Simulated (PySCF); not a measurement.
Al(F)(H)(NHMe) (CH5AlFN), SMILES C[NH][AlH][F]. Atoms are numbered in the order given.

```xyz
9

Al     0.4451     0.6533     0.0000
F     -0.4180     2.0806     0.0000
H      2.0189     0.6726     0.0000
N     -0.4766    -0.8560     0.0000
C      0.0351    -2.2143     0.0000
H     -1.4943    -0.8311     0.0000
H     -0.2805    -2.7889    -0.8913
H     -0.2805    -2.7889     0.8913
H      1.1373    -2.2048     0.0000
```
Charge 0, spin multiplicity 1.

Coordinates come from a r2SCAN-D4/def2-SVP optimisation. The values are those of a single conformer.

The numbers are results of C-PCM-ωB97X/def2-SVP run with PySCF, not measurements.

The values are the electrostatic part of the solvation free energy, E(continuum) − E(gas) at the gas-phase geometry, in a cavity of scaled van der Waals radii (PySCF's table); cavitation and dispersion terms are not included. A continuum can't describe solvent molecules that bind to the metal. In vacuum the orbital gap is 11.30 eV. The dipole moment in vacuum is 2.08 D.

```tsv
solvent	ε	ΔG(elec) (kcal/mol)	dipole (D)	gap (eV)
water	78.36	-5.3	2.30	11.40
acetonitrile	35.69	-5.2	2.29	11.40
diethylether	4.24	-4.1	2.24	11.38
```
